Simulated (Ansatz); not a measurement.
Coupled-cluster diagnostics for the cluster La4, Ansatz.

Geometry of the singlet (PBE-D4/def2-SVP):

```
atom   x (Å)   y (Å)   z (Å)
 La1   0.465  -0.354   1.644
 La2  -0.340   0.259  -1.200
 La3  -0.161   2.983   0.438
 La4   0.035  -2.887  -0.882
```

In the def2 sets La takes a core potential; there is no spin–orbit coupling. Correlated methods freeze no core orbitals; core or outer-core shells of La are correlated, in sets that lack core-valence functions. Another isomer (quintet) lies 0.96 eV lower at PBE0-D4/def2-TZVP; other spin states weren't run for this one.

Estimate the CCSD(T) correlation energy, the shares of MP2 and (T), T1 and the reference's ⟨S²⟩ for: charge 0, singlet, own geometry in def2-TZVP; and the rough time on 4 threads of AMD EPYC 7R43 on a shared host.


```json
{"state": "charge 0, singlet, own geometry", "basis": "def2-TZVP", "correlation (eV)": "-27.370", "MP2 share (%)": "97.8", "(T) share (%)": "8.0", "T1": "0.054", "⟨S²⟩ (pure)": "0.00 (0.00)", "wall time": "2.5 min", "remarks": "large T1, restricted SCF unstable"}
```
Customary marks for T1 are 0.02 (closed shells), 0.045 (open shells) and about 0.05 (3d metals). T1 exceeds 0.02 in 1 of 1 rows and 0.045 in 1; the higher it lies, the less the single-reference result can be trusted.
